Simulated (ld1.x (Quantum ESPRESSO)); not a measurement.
## Varying the TM potential for cerium

Base potential:

Ce (Z = 58), norm-conserving Troullier–Martins (Kleinman–Bylander form), made with ld1.x (Quantum ESPRESSO) 7.5 (PBE, scalar-relativistic). Core [Kr] 4d10, reference 4f1 5s2 5p6 5d1 6s2 6p0. Waves: 5s (bound): rc 1.90 bohr; 5d (bound): rc 2.65 bohr; 4f (bound): rc 1.15 bohr; 5p (bound): rc 1.85 bohr. Local part: the p channel. Core correction: none.

Occupied shells without a wave of their own: 6s. They enter only through the test configuration that unscreens the potential.

Cutoffs, loose and tight: the cutoffs (Ry, on a coarse ladder) from which the occupation-weighted sum of valence levels, in a spherical-Bessel basis at the reference potential, stays within 10 and 1 mRy of its value at 400 Ry. They do not see the model core or the augmentation charge, which bear on the density cutoff. Test errors are all-electron minus pseudo excitation energies from the reference, over the configurations 4f1 5s2 5p6 5d1 6s1 6p0; 4f1 5s2 5p6 5d1 6s0 6p0; 4f1 5s2 5p6 5d0 6s0 6p0; 4f0 5s2 5p6 5d2 6s1 6p0; 4f1 5s2 5p6 5d2 6s1 6p0; 4f2 5s2 5p6 5d0 6s2 6p0; 4f2 5s2 5p6 5d0 6s1 6p0. A dash means not determined; rows that change the core or the reference have their own tests.

```tsv
change	outcome	cutoff, loose	cutoff, tight	bound ghosts	largest test error (meV)
base	generated, misses its reference levels by 0.21 eV	200 Ry	230 Ry	none	-1084
wave 5p (bound): rc 1.85 bohr becomes 5p (bound): rc 1.70 bohr	failed: run_pseudo: Errors in PS-KS equation	–	–	–	–
wave 5s (bound): rc 1.90 bohr becomes 5s (bound): rc 1.98 bohr	failed: run_pseudo: Errors in PS-KS equation	–	–	–	–
all radii scaled by about 1.27 (s 2.42, p 2.36, d 3.38, f 1.46 bohr)	generated, misses its reference levels by 0.17 eV	140 Ry	160 Ry	none	+843
wave 5d (bound): rc 2.65 bohr becomes 5d (bound): rc 1.80 bohr	generated, misses its reference levels by 0.21 eV	200 Ry	230 Ry	none	-1084
core correction a·sin(br)/r model core inside 1.24 bohr	failed: run_pseudo: Errors in PS-KS equation	–	–	–	–
```

(1) What comes out with this change to the base: wave 4f (bound): rc 1.15 bohr becomes 4f (bound): rc 1.08 bohr?

(2) What comes out with this change to the base: type ultrasoft; waves now 5s (bound): rc 1.90 bohr; 6s (bound): rc 1.90 bohr; 5p (bound): rc 1.85 bohr; 6p (bound): rc 1.85 bohr; 5d (bound): rcut 2.30, rcutus 2.65 bohr; 5d channel at 0.35 Ry: rcut 2.30, rcutus 2.65 bohr; 4f (bound): rcut 1.00, rcutus 1.15 bohr; 4f channel at 1.05 Ry: rcut 1.00, rcutus 1.15 bohr; local potential all-electron potential smoothed inside 1.10 bohr (lloc = -1); augmentation PSQ, radius 0.90 bohr?

(3) What comes out with this change to the base: reference 4f1 5s2 5p6 5d1.5 6s1.5 6p0?

Answers

(1) outcome: generated, misses its reference levels by 0.21 eV; cutoff, loose: 230 Ry; cutoff, tight: 260 Ry; bound ghosts: none; largest test error (meV): -1084.

(2) outcome: failed: find_q: problem finding q. Cause: no Bessel wave vectors were found that match the logarithmic derivative at the chosen radius.

(3) outcome: generated, misses its reference levels by 0.19 eV; cutoff, loose: 200 Ry; cutoff, tight: 230 Ry; bound ghosts: none; largest test error (meV): -690 over the solved tests; 2 of 7 tests not solved or not reliable.
